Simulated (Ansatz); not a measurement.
Molecule: sum formula H2SiO, net charge -1, doublet state. 
Structure (B3LYP-D3(BJ)/def2-TZVP (Ansatz, a first-principles code) minimum search):
```xyz
4

Si     0.0726    -0.4186     0.2054
O     -0.1823     1.0518    -0.2965
H     -0.9450    -1.4787    -0.2515
H      1.3873    -1.0747    -0.2522
```
Charge -1, spin multiplicity 2.

Basis-set convergence of Hartree-Fock and CCSD correlation energies (hartree) with Ansatz. Correlated levels leave the core frozen unless marked. Open shells are spin-unrestricted. No spin-orbit coupling. No relativistic terms. This anion needs diffuse functions, which these sets lack.

```
basis       functions       E(HF)  E(corr, CCSD)
----------  ---------  ----------  -------------
def2-SVP           42  -364.77436       -0.30302
def2-TZVPP        101  -364.99342       -0.38079
def2-QZVPP        187         ___            ___
```

Problem. What belongs in the gaps?

Solution. 
- def2-QZVPP, E(HF): -365.00991
- def2-QZVPP, E(corr, CCSD): -0.40671
